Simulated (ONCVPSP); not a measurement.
Tl (Z = 81): variants of one ONCV potential

Base potential:

| Property | Result |
| --- | --- |
| Element | thallium (Tl) |
| Generator | ONCVPSP 4.0.1 |
| Type | optimised norm-conserving Vanderbilt (ONCV) |
| Functional | LDA (Perdew-Wang 92) |
| Relativity | fully relativistic |
| Frozen core | [Kr] 4d10 4f14 5s2 |
| Valence charge | 19 |
| Reference configuration | 5p6 5d10 6s2 (charge +1) |
| Partial waves | 6s: rc 1.90 bohr, ncon 4, nbas 7, qcut 2.7 1/bohr, 2 projectors, debl 2.4 Ha; 5p: rc 1.30 bohr, ncon 4, nbas 9, qcut 12.3 1/bohr, 2 projectors, debl 2.1 Ha; 5d: rc 2.15 bohr, ncon 4, nbas 8, qcut 8.3 1/bohr, 2 projectors, debl 2.9 Ha |
| Local potential | polynomial inside 1.25 bohr (lpopt 5, dvloc0 -1 Ha) |
| Core correction | none |

Open shells are filled in proportion to 2j + 1.

In the p channel the program set the typed energies aside and used -2.872, 0.250 Ha (j = l + 1/2; the other j can differ).

Cutoffs, loose and tight: the cutoffs (Ha) at which the residual kinetic energy of the hardest occupied pseudo-wave falls to 1 and 0.1 mHa per electron. They do not see the model core or the augmentation charge, which bear on the density cutoff. Test errors are all-electron minus pseudo excitation energies from the reference, over the configurations 5p6 5d10 6s2 6p1; 5p6 5d10 6s1; 5p6 5d10 6s0; 5p6 5d9 6s2 6p2. A dash means not determined; rows that change the core or the reference have their own tests.

A true bound ghost makes a file unfit for plane-wave use even where its test errors are small: the radial tests pick states by their node count and pass the ghost by.

```csv
change,outcome,"cutoff, loose","cutoff, tight",bound ghosts,GHOST(+) flags above zero,largest test error (meV)
base,"generated, projector energies reset by the program",49 Ha,57 Ha,s,d5/2,-25
s: qcut 2.3; p: qcut 10.3; d: qcut 6.9,"generated, projector energies reset by the program",40 Ha,46 Ha,s,none,+29
"local potential polynomial inside 0.80 bohr (lpopt 5, dvloc0 4 Ha)","generated, projector energies reset by the program",49 Ha,57 Ha,s,"s, p3/2, d5/2, p1/2, d3/2",-23
"core correction Teter function fitted to the true core (icmod 2), fcfact 0.6","generated, projector energies reset by the program",49 Ha,57 Ha,s,d5/2,-26
scalar-relativistic,"generated, projector energies reset by the program",48 Ha,56 Ha,s,d,-42
"local potential polynomial inside 1.25 bohr (lpopt 5, dvloc0 0 Ha)","generated, projector energies reset by the program",49 Ha,57 Ha,"s, d5/2",none,-26
```

Question: What comes out with this change to the base: core [Xe] 4f14, valence charge 13; reference 5d10 6s2 6p1; waves now 6s: rc 2.25 bohr, ncon 4, nbas 9, qcut 2.8 1/bohr, 2 projectors, debl 0.4 Ha; 6p: rc 2.60 bohr, ncon 4, nbas 9, qcut 2.6 1/bohr, 2 projectors, debl 1 Ha; 5d: rc 1.40 bohr, ncon 4, nbas 7, qcut 7.3 1/bohr, 2 projectors, debl 2.6 Ha; local potential polynomial inside 1.15 bohr (lpopt 1, dvloc0 0 Ha)?

Answer: outcome: generated; cutoff, loose: 24 Ha; cutoff, tight: 44 Ha; bound ghosts: s, p3/2, p1/2; GHOST(+) flags above zero: none; largest test error (meV): -3.1 over the solved tests; 1 of 4 tests not solved or not reliable.
